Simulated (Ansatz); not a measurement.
Isolated molecules relaxed with PBE0-D4/def2-TZVP in Ansatz; ΔE leaves out vibrations. CCSD(T)/CBS is the MP2 limit (def2-TZVPP, def2-QZVPP) plus CCSD(T) − MP2 in def2-TZVPP, frozen cores. This one scheme is used for every species, atoms too. DFT in def2-TZVPP. B3LYP here is the variant with VWN-RPA as its local correlation; programs differ in this. Open shells (•) are unrestricted, without spin–orbit coupling. Spin–orbit coupling would lower the free atoms: a little for Cl, O; clearly for Ga. Bonds to Ga are less sure, by a few kJ/mol each and by 10 to 20 or more in all where they break to atoms, as the def2 sets lack core-valence functions. Scalar relativity is left out up to krypton. One conformer a species, not always the lowest.

Consider the atomization: `[OH][Ga]([Cl])[Cl]` → 2 Cl• + Ga• + H• + O•.

`[OH][Ga]([Cl])[Cl]`:

Cartesian coordinates in Å:
```
O -0.808 1.133 -0.249
Ga 0.348 -0.143 0.137
Cl 2.206 0.392 0.980
Cl -0.122 -2.179 -0.239
H -1.624 0.796 -0.629
```

(1) What is ΔE at CCSD(T)/CBS? (An estimate is asked.)

(2) What do these levels give: PBE-D4, B3LYP-D4, BHLYP-D4, B3LYP, CAM-B3LYP, HF/def2-TZVPP? (Best estimate.)

Largest T1 diagnostic among the species: 0.013.

Results:

(1) Ansatz gave: +1580.7 kJ/mol.

(2) The calculation gave: PBE-D4 1589.9, B3LYP-D4 1522.7, BHLYP-D4 1473.7, B3LYP 1501.3, CAM-B3LYP 1530.5, HF/def2-TZVPP 1099.1 kJ/mol.

At CCSD(T), def2-SVP lies −123.5 kJ/mol from the extrapolated value and def2-TZVPP −42.7 kJ/mol: correlation converges slowly with the basis, and small sets miss more of it in the bonded molecule than in its fragments. Leaving LDA and LC-ωPBE aside and taking each functional with its dispersion term where it has one, the values spread over 116.2 kJ/mol, from BHLYP-D4 to PBE-D4. LDA lies +248.4 kJ/mol from PBE without D4, its usual overbinding. In def2-TZVPP, CCSD(T) changes the Hartree–Fock value by +439.0 kJ/mol (the triples alone add +36.4 kJ/mol) and MP2 by +517.3 kJ/mol; breaking electron pairs costs correlation energy, which Hartree–Fock lacks.

For atomizations the MP2-based limit and the directly extrapolated one differ by several kJ/mol either way, and by 10 to 25 for some Ge, Se and Sn compounds, so smaller differences from it don't rank the levels.
